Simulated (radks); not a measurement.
All-electron atom: Re+ in [Xe] 4f14 5d5 6s1. All-electron calculation, Dirac Kohn-Sham, LDA (Slater exchange, Perdew-Wang correlation), spin-unpolarised, spherical densities, point nucleus; open shells are shared between the two j in proportion to 2j + 1. Program: a radial shooting solver on a logarithmic mesh with Libxc functionals.

Normalised radial functions P(r) = r R(r) (large component), r in bohr:

r,4f5/2,4f7/2,6s1/2
0.0006698,0.0000,0.0000,0.0168
0.0009077,0.0000,0.0000,0.0213
0.00123,0.0000,0.0000,0.0267
0.001654,0.0000,0.0000,0.0329
0.002242,0.0000,0.0000,0.0403
0.003038,0.0000,0.0000,0.0483
0.004117,0.0000,0.0000,0.0562
0.00558,0.0000,0.0000,0.0627
0.007502,0.0000,0.0000,0.0655
0.01017,0.0001,0.0001,0.0616
0.01378,0.0003,0.0003,0.0467
0.01867,0.0010,0.0008,0.0178
0.02531,0.0028,0.0025,-0.0249
0.0343,0.0079,0.0072,-0.0718
0.04612,0.0207,0.0191,-0.1008
0.0625,0.0524,0.0491,-0.0838
0.08471,0.1231,0.1170,-0.0034
0.1148,0.2632,0.2528,0.1049
0.1556,0.5006,0.4850,0.1428
0.2092,0.8173,0.7979,0.0341
0.2835,1.1471,1.1279,-0.1542
0.3842,1.3320,1.3191,-0.1938
0.5207,1.2652,1.2630,0.0267
0.7057,0.9839,0.9914,0.2928
0.9488,0.6320,0.6442,0.2868
1.286,0.3211,0.3324,-0.0526
1.743,0.1260,0.1332,-0.4745
2.362,0.0362,0.0394,-0.6813
3.201,0.0069,0.0079,-0.5851
4.303,0.0008,0.0010,-0.3331
5.832,0.0000,0.0001,-0.1155
7.904,0.0000,0.0000,-0.0220

4f5/2: eigenvalue -51.709 eV, 0 radial nodes, <r> = 0.576 bohr, 90 % of the charge inside 0.947 bohr. 4f7/2: eigenvalue -49.194 eV, 0 radial nodes, <r> = 0.585 bohr, 90 % of the charge inside 0.963 bohr. 6s1/2: eigenvalue -12.992 eV, 5 radial nodes at r = 0.0214, 0.0855, 0.221, 0.507, 1.24 bohr, <r> = 2.85 bohr, 90 % of the charge inside 4.15 bohr.
